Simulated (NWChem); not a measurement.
Molecule: GaH₃SeO₂; SMILES [OH][Ga]([OH])[SeH]

```xyz
7

Ga    -0.0037    -0.7776     0.0003
O      1.4069    -1.8997    -0.0003
H      2.2557    -1.4311    -0.0006
O     -1.6198    -1.5641     0.0003
H     -1.5129    -2.5296    -0.0002
Se     0.1061     1.5623     0.0013
H     -1.3745     1.6246     0.0014
```
Atoms are numbered in this order, from 1.

Program: NWChem. Pople sets run with spherical d functions. The geometry was optimised at B3LYP/6-31G* (spherical d). Vzz is the largest principal value of the second derivative of the potential at the nucleus (NWChem prints the opposite sign); η is the asymmetry. Non-relativistic.

| level | Vzz Ga1 (a.u.) | η Ga1 | Vzz O2 (a.u.) | η O2 | Vzz O4 (a.u.) | η O4 | Vzz Se6 (a.u.) | η Se6 |
|---|---|---|---|---|---|---|---|---|
| PBE/cc-pVTZ | 1.799 | 0.20 | 1.226 | 0.80 | 1.220 | 0.79 | -3.889 | 0.54 |
| PBE/6-31G* | 1.328 | 0.25 | 1.201 | 0.87 | 1.186 | 0.86 | -3.963 | 0.47 |
| Hartree-Fock/def2-SVP | ___ | ___ | ___ | 0.67 | ___ | 0.65 | ___ | 0.81 |
| Hartree-Fock/cc-pVTZ | 2.450 | 0.12 | 1.363 | 0.67 | 1.357 | 0.66 | -3.714 | 0.82 |

What belongs in the gaps?


- Hartree-Fock/def2-SVP, Vzz Ga1 (a.u.): 1.910
- Hartree-Fock/def2-SVP, η Ga1: 0.07
- Hartree-Fock/def2-SVP, Vzz O2 (a.u.): 1.425
- Hartree-Fock/def2-SVP, Vzz O4 (a.u.): 1.421
- Hartree-Fock/def2-SVP, Vzz Se6 (a.u.): -3.925
